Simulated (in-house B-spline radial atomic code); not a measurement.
Ca⁵⁺. Computed with a B-spline radial atomic code. Model: all-electron spherical atom, spin shells full or empty, radial basis limit, no spin-orbit coupling: exact exchange with a local potential (Slater, KLI or optimised effective potential, whose far tail is KLI's), no correlation.

Exchange potential has not reached -1/r at the last radius.

The run also made RPA and GW results, which its time includes.

The Slater potential averages the orbital exchange potentials with the orbital densities as weights, KLI adds orbital constants, and the optimised effective potential minimises the exact-exchange energy among local potentials. So their energies lie above Hartree-Fock in the order OEP, KLI, Slater. All fall off as −1/r, unlike LDA and GGA exchange.

Command:
```bash
python run_gw.py task.json out
```
Settings (lengths in bohr, energies in hartree):
```
Z                      20
electrons              15
configuration          [Ne] 3s2 3p3
hamiltonian            nr
method                 oep
lmax                   9
spin_polarised         True
box_radius             10.43
intervals              67
```

Run time, properties included: 3.7 s on 1 thread of Arm Neoverse N1 (shared host).

Given: hamiltonian non-relativistic; mean-field start exchange-only OEP.

Computed: energy above Hartree-Fock 4.5792 millihartree; virial ratio -E/T less 1 0.

```json
{"radius (bohr)": "0.0025", "r times exchange potential up (hartree bohr)": "-0.040442", "r times exchange potential down (hartree bohr)": "-0.04024"}
{"radius (bohr)": "0.00303", "r times exchange potential up (hartree bohr)": "-0.048975", "r times exchange potential down (hartree bohr)": "-0.04873"}
{"radius (bohr)": "0.00367", "r times exchange potential up (hartree bohr)": "-0.05925", "r times exchange potential down (hartree bohr)": "-0.05895"}
{"radius (bohr)": "0.00445", "r times exchange potential up (hartree bohr)": "-0.071718", "r times exchange potential down (hartree bohr)": "-0.071356"}
{"radius (bohr)": "0.00539", "r times exchange potential up (hartree bohr)": "-0.086649", "r times exchange potential down (hartree bohr)": "-0.086208"}
{"radius (bohr)": "0.00653", "r times exchange potential up (hartree bohr)": "?", "r times exchange potential down (hartree bohr)": "?"}
{"radius (bohr)": "0.00792", "r times exchange potential up (hartree bohr)": "-0.12619", "r times exchange potential down (hartree bohr)": "-0.12554"}
{"radius (bohr)": "0.00959", "r times exchange potential up (hartree bohr)": "-0.15168", "r times exchange potential down (hartree bohr)": "-0.15089"}
{"radius (bohr)": "0.0116", "r times exchange potential up (hartree bohr)": "-0.18159", "r times exchange potential down (hartree bohr)": "-0.18062"}
{"radius (bohr)": "0.0141", "r times exchange potential up (hartree bohr)": "-0.21747", "r times exchange potential down (hartree bohr)": "-0.21628"}
{"radius (bohr)": "0.0171", "r times exchange potential up (hartree bohr)": "-0.25844", "r times exchange potential down (hartree bohr)": "-0.25697"}
{"radius (bohr)": "0.0207", "r times exchange potential up (hartree bohr)": "-0.30432", "r times exchange potential down (hartree bohr)": "-0.30253"}
{"radius (bohr)": "0.0251", "r times exchange potential up (hartree bohr)": "-0.35533", "r times exchange potential down (hartree bohr)": "-0.35312"}
{"radius (bohr)": "0.0304", "r times exchange potential up (hartree bohr)": "-0.40923", "r times exchange potential down (hartree bohr)": "-0.4065"}
{"radius (bohr)": "0.0368", "r times exchange potential up (hartree bohr)": "-0.46338", "r times exchange potential down (hartree bohr)": "-0.46008"}
{"radius (bohr)": "0.0446", "r times exchange potential up (hartree bohr)": "-0.51399", "r times exchange potential down (hartree bohr)": "-0.51"}
{"radius (bohr)": "0.0541", "r times exchange potential up (hartree bohr)": "-0.55437", "r times exchange potential down (hartree bohr)": "-0.54969"}
{"radius (bohr)": "0.0655", "r times exchange potential up (hartree bohr)": "-0.57481", "r times exchange potential down (hartree bohr)": "-0.56955"}
{"radius (bohr)": "0.0794", "r times exchange potential up (hartree bohr)": "-0.56561", "r times exchange potential down (hartree bohr)": "-0.55885"}
{"radius (bohr)": "0.0962", "r times exchange potential up (hartree bohr)": "-0.52731", "r times exchange potential down (hartree bohr)": "-0.51477"}
{"radius (bohr)": "0.117", "r times exchange potential up (hartree bohr)": "-0.50701", "r times exchange potential down (hartree bohr)": "-0.47986"}
{"radius (bohr)": "0.141", "r times exchange potential up (hartree bohr)": "-0.58119", "r times exchange potential down (hartree bohr)": "-0.54094"}
{"radius (bohr)": "0.171", "r times exchange potential up (hartree bohr)": "-0.73123", "r times exchange potential down (hartree bohr)": "-0.68943"}
{"radius (bohr)": "0.207", "r times exchange potential up (hartree bohr)": "-0.87483", "r times exchange potential down (hartree bohr)": "-0.8334"}
{"radius (bohr)": "0.251", "r times exchange potential up (hartree bohr)": "-0.98742", "r times exchange potential down (hartree bohr)": "-0.94368"}
{"radius (bohr)": "0.305", "r times exchange potential up (hartree bohr)": "-1.0557", "r times exchange potential down (hartree bohr)": "-1.0132"}
{"radius (bohr)": "0.369", "r times exchange potential up (hartree bohr)": "-1.0573", "r times exchange potential down (hartree bohr)": "-1.0251"}
{"radius (bohr)": "0.447", "r times exchange potential up (hartree bohr)": "-0.95283", "r times exchange potential down (hartree bohr)": "-0.96335"}
{"radius (bohr)": "0.542", "r times exchange potential up (hartree bohr)": "-0.72871", "r times exchange potential down (hartree bohr)": "-0.80819"}
{"radius (bohr)": "0.657", "r times exchange potential up (hartree bohr)": "-0.81741", "r times exchange potential down (hartree bohr)": "-0.62976"}
{"radius (bohr)": "0.796", "r times exchange potential up (hartree bohr)": "-1.1252", "r times exchange potential down (hartree bohr)": "-0.73096"}
{"radius (bohr)": "0.965", "r times exchange potential up (hartree bohr)": "-1.2974", "r times exchange potential down (hartree bohr)": "-0.88774"}
{"radius (bohr)": "1.17", "r times exchange potential up (hartree bohr)": "-1.3811", "r times exchange potential down (hartree bohr)": "-0.94996"}
{"radius (bohr)": "1.42", "r times exchange potential up (hartree bohr)": "-1.389", "r times exchange potential down (hartree bohr)": "-0.97847"}
{"radius (bohr)": "1.72", "r times exchange potential up (hartree bohr)": "-1.3351", "r times exchange potential down (hartree bohr)": "-0.99272"}
{"radius (bohr)": "2.08", "r times exchange potential up (hartree bohr)": "?", "r times exchange potential down (hartree bohr)": "?"}
{"radius (bohr)": "2.52", "r times exchange potential up (hartree bohr)": "-1.1811", "r times exchange potential down (hartree bohr)": "-0.99933"}
```

What belongs in the row 0.00653?

r times exchange potential up (hartree bohr): -0.1046; r times exchange potential down (hartree bohr): -0.10406.

What belongs in the row 2.08?

r times exchange potential up (hartree bohr): -1.2552; r times exchange potential down (hartree bohr): -0.99936.

| occupied | level (hartree) | Hartree-Fock level (hartree) |
| --- | --- | --- |
| 1s up | -147.94 | -152.49 |
| 1s down | ? | ? |
| 2s up | -18.554 | -19.81 |
| 2s down | ? | ? |
| 2p up | -15.75 | -16.649 |
| 2p down | -15.62 | -16.522 |
| 3s up | -4.7075 | -4.9243 |
| 3s down | -4.3664 | -4.3662 |
| 3p up | -3.9623 | -3.9622 |

What belongs in the row 1s down?

level (hartree): -147.81; Hartree-Fock level (hartree): -152.41.

What belongs in the row 2s down?

level (hartree): -18.452; Hartree-Fock level (hartree): -19.742.

| empty | level (hartree) |
| --- | --- |
| 3p down | -3.6339 |
| 3d up | -2.8347 |
| 3d down | ? |
| 4s up | -2.0133 |
| 4s down | -1.8956 |
| 4p up | -1.7698 |
| 4p down | -1.6654 |
| 4d up | ? |
| 4d down | -1.3304 |

What belongs in the row 3d down?

level (hartree): -2.5477.

What belongs in the row 4d up?

level (hartree): -1.4122.

The highest level, 3p up, differs from Hartree-Fock by -0.0044 eV and the deepest, 1s up, by +124 eV: a local potential can match the highest level but can't give each shell its own exchange.
